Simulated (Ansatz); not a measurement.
Program: Ansatz. Geometries: PBE0-D4/def2-TZVP. ΔE: electronic, gas phase. CCSD(T)/CBS adds triple-zeta CCSD(T) − MP2 to the extrapolated MP2 energy (def2 sets, frozen cores). This one scheme is used for every species, atoms too. Functionals use def2-TZVPP. Open shells (•) are unrestricted, without spin–orbit coupling. Spin–orbit coupling would lower the free atoms: a little for F.

Reaction (homolysis of the F–Si bond): `F[SiH](F)Cl` → F• + `F[SiH]Cl`•

| level | ΔE (kJ/mol) |
| --- | --- |
| LDA (SPW92) | 752.4 |
| BLYP-D4 | 655.7 |
| ωB97M-V | 677.5 |
| BHLYP | 635.6 |
| MP2/def2-SVP | 656.2 |
| MP2/def2-TZVPP | 698.4 |
| HF/CBS(def2) | 519.8 |
| CCSD/CBS(def2) | 677.5 |

What does CCSD(T)/CBS give? (Best estimate.)

Ansatz gave: +686.1 kJ/mol. The listed levels differ from it by 66.3, -30.4, -8.6, -50.5, -29.9, 12.3, -166.3, -8.6 kJ/mol.

Largest T1 diagnostic among the species: 0.013.

From BLYP to BHLYP (50 % exact exchange), in def2-TZVPP and without D4, ΔE moves by −14.0 kJ/mol: exact exchange takes away binding that semilocal exchange gives to molecules. In def2-TZVPP, CCSD(T) changes the Hartree–Fock value by +150.0 kJ/mol (the triples alone add +8.6 kJ/mol) and MP2 by +181.7 kJ/mol; breaking electron pairs costs correlation energy, which Hartree–Fock lacks. At CCSD(T), def2-SVP lies −60.2 kJ/mol from the extrapolated value and def2-TZVPP −19.5 kJ/mol: correlation converges slowly with the basis, and small sets miss more of it in the bonded molecule than in its fragments.

CCSD(T)/CBS has its own doubt, a few kJ/mol and more with outer-core shells, so smaller differences from it don't rank the levels.
